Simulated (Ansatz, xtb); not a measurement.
BF3 (boron trifluoride): the vertical electron affinity, rung by rung

The species is BF3 (4 atoms), meant as a singlet with charge 0. As SMILES, `FB(F)F`. Geometry: relaxed at GFN2-xTB.

Quantity: the vertical electron affinity (to the doublet anion), in eV. The values are calculated.

The electron affinity is E(neutral) − E(anion): positive where the electron is bound.

| level | kind | program | value (eV) | less CCSDT/STO-3G |
| --- | --- | --- | --- | --- |
| GFN2-xTB | semi-empirical | xtb | 1.30 | +11.59 |
| SVWN5/STO-3G | LDA | Ansatz | -9.74 | +0.55 |
| revPBE/STO-3G | GGA | Ansatz | -9.78 | +0.51 |
| r2SCAN/STO-3G | meta-GGA | Ansatz | -9.46 | +0.83 |
| r2SCAN0/STO-3G | hybrid meta-GGA | Ansatz | -9.05 | +1.24 |
| CAM-B3LYP/STO-3G | range-separated hybrid | Ansatz | -9.20 | +1.09 |
| B2PLYP/STO-3G | double hybrid | Ansatz | -9.59 | +0.70 |
| RPA@PBE/STO-3G | RPA | Ansatz | -10.72 | -0.43 |
| BCCD(T)/STO-3G | coupled cluster or CI | Ansatz | -10.29 | 0.00 |
| CCSDT/STO-3G | coupled cluster or CI | Ansatz | -10.29 | 0.00 |

CCSDT/STO-3G is the highest level here, not the true value. The values span -10.72 to 1.30 eV. The xTB values lack the empirical shift that such differences need. All rows use very small basis sets, so none should be taken for the real molecule's value. Negative values mean that the anion is unbound at that level; they are set by how diffuse the basis is and aren't properties of the molecule, whose anion may well be bound.
